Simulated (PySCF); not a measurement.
Telling isomers of C7H8N4 apart by NMR

Computed data (PySCF): GFN2-xTB structure, shielding tensors at PBE0/pcSseg-1 (GIAO). Rapidly exchanging positions averaged, in vacuum, non-relativistic Hamiltonian, one conformer.

δ = σ(ref) − σ, references computed at the same level: $^{1}$H (σ = 31.72 ppm) and $^{13}$C (σ = 186.93 ppm) vs TMS. Where no couplings were computed, multiplicities follow the n + 1 count of equivalent neighbours, and m marks all less simple cases (inequivalent or close neighbours, rings, F or P nearby). Shifts are as computed. Against solution values, carbons near 30 ppm lie about +3 ppm off and those near 130 ppm about +5 ppm. Of 1211 compounds with measured shifts, 218 miss one by over three times the rms of a fit or turn the order of signals round; such compounds aren't used in these exercises.

(1) Tabulate the signals of `Cn1nc(C#N)c(C2CC2)n1`, `N#Cc1cnn(C2CCC2)n1` and their relative energies.

(2) What is the quickest way to tell Cn1nc(C#N)c(C2CC2)n1 from N#Cc1cnn(C2CCC2)n1?

Results:

(1) 
```json
{"SMILES": "Cn1nc(C#N)c(C2CC2)n1", "carbon types": "3×C 1×CH 2×CH2 1×CH3", "δC": "167.0, 124.8, 117.6, 41.9, 15.2, 9.7", "δH": "4.19 (s, 3H), 2.18 (m, 1H), 1.22 (m, 2H), 1.07 (m, 2H)", "E rel. (kcal/mol)": "0.0"}
{"SMILES": "N#Cc1cnn(C2CCC2)n1", "carbon types": "2×C 2×CH 3×CH2", "δC": "147.3, 125.4, 117.3, 57.9, 32.0, 14.3", "δH": "8.10 (s, 1H), 5.16 (m, 1H), 2.94 (m, 2H), 2.64 (m, 2H), 2.04 (m, 1H), 1.95 (m, 1H)", "E rel. (kcal/mol)": "1.2"}
```

Energies are electronic energies at PBE0/pcSseg-1 on these geometries, without zero-point or thermal terms, each for the one conformer computed, which needn't be the lowest.

(2) Both give the same number of carbon signals, but DEPT or the intensities differ. The first has a methyl carbon bonded to N (CH3) at 41.9 ppm, the second an aromatic CH next to a ring nitrogen at 147.3 ppm. Their most deshielded carbons lie at 167.0 and 147.3 ppm. In the proton spectra the most deshielded non-exchanging signals are 4.19 (s, 3H) and 8.10 (s, 1H).
